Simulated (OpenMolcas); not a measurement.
**Ag3+: moving or changing the point charges**

Ag3+ among 6 point charges of -1.7 e arranged as a tetragonal octahedron (D4h), 1.9 Å from the ion, with the axial distance 2.071 Å.

| Quantity | Value |
| --- | --- |
| Program | OpenMolcas |
| Method | CASSCF |
| Basis | ANO-RCC-VDZP [6s5p3d1f] |
| Scalar Hamiltonian | DKH2, point nucleus |
| Active space | 8 electrons in 5 orbitals (4d) |
| State averaging | 2S+1 = 3 even, 10 roots; 2S+1 = 1 even, 15 roots |
| Spin-orbit coupling | state interaction with AMFI integrals over the reference wave functions |

Runs around this geometry, states (labels of D4, the rotations of D4h). Energies in cm-1 above the lowest state or level, χT in cm3 K/mol.

```tsv
R (Å)	q (e)	Axial / equatorial distance	Ground state	First state of that spin	First gap with spin-orbit (degeneracies)	χT at 300 K	First state of another spin
1.9	-1.7	1	3B1	7528	6521 (3, 2)	2.004	2S+1 = 1: 15955
1.9	-1.36	1.09	3B1	3E 4812	8.4 (1, 2)	2.272	1A1 14750
1.77	-1.7	1.09	3B1	3E 8109	22.7 (1, 2)	1.884	1A1 14348
1.9	-1.7	1.09	3B1	3E 5953	14.9 (1, 2)	2.112	1A1 14578
2.07	-1.7	1.09	3B1	3E 4035	3.5 (2, 1)	2.392	1A1 14646
```

Taking the first state of the same spin as R^-n, n = -ln(4035 / 8109) / ln(2.07 / 1.77) = 4.5 between the shortest and longest distance.

Scaling the charges by -1.36 / -1.7 = 0.80 scales the first state of the same spin by 4812 / 5953 = 0.81; with fixed orbitals a first-order splitting would follow the charge.

Without dynamic correlation the repulsion within the d shell is too large (B by tens of per cent), so at a given field states of lower spin stand too high. Real 4d8 and 5d8 ions are as a rule square planar and diamagnetic. Point charges give a weaker field than real ligands, and real ions of this kind are as a rule low spin; the high spin found here belongs to the model. This shell can be high or low spin here, a state of another spin lies low, and with metal d orbitals alone active their balance is uncertain, so the ground spin may be wrong (holds for R = 1.9, q = -1.36, ratio = 1.09; R = 1.77, q = -1.7, ratio = 1.09; R = 1.9, q = -1.7, ratio = 1.09; R = 2.07, q = -1.7, ratio = 1.09). This is an electrostatic model: the charges have no orbitals. An unlabelled pair can be two single states that coincide in this model. A group larger than the point group allows holds several states that coincide in this model. No measured value stands beside these numbers.

A state without a sure symmetry label is named by its multiplicity alone.
